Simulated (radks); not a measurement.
Results of a calculation; reference values are marked as such.
The gallium ion Ga3+, configuration [Ar] 3d8 4s2 (not the ground configuration). Code: a radial shooting solver on a logarithmic mesh with Libxc functionals. Model: Dirac Kohn-Sham, PW91, spin-unpolarised, spherical densities, finite nucleus; open shells fill j = l - 1/2 first; Fermi nuclear charge, rms radius 3.9973 fm.

Unscreened Slater integrals over Kohn-Sham orbitals (cm^-1). Large and small components are both included.

integral          value
F0(4s1/2,4s1/2)  108020
F0(4s1/2,3d5/2)  136170
G2(4s1/2,3d5/2)   13760
F0(4s1/2,3d3/2)  136260
G2(4s1/2,3d3/2)   13623
F0(4s1/2,3p3/2)  137450
G1(4s1/2,3p3/2)  9866.1
F0(3d5/2,3d5/2)  279130
F2(3d5/2,3d5/2)  132060
F4(3d5/2,3d5/2)   82752
F0(3d5/2,3d3/2)  279880
F2(3d5/2,3d3/2)  132390
G2(3d5/2,3d3/2)  132200
G4(3d5/2,3d3/2)   82842
F0(3d5/2,3p3/2)  286830
F2(3d5/2,3p3/2)  137180
G1(3d5/2,3p3/2)  167400
G3(3d5/2,3p3/2)  103000
F0(3d3/2,3d3/2)  280640
F2(3d3/2,3d3/2)  132730
F0(3d3/2,3p3/2)  287610
F2(3d3/2,3p3/2)  137470
G1(3d3/2,3p3/2)  167560
G3(3d3/2,3p3/2)  103110
F0(3p3/2,3p3/2)  297450
F2(3p3/2,3p3/2)  148990
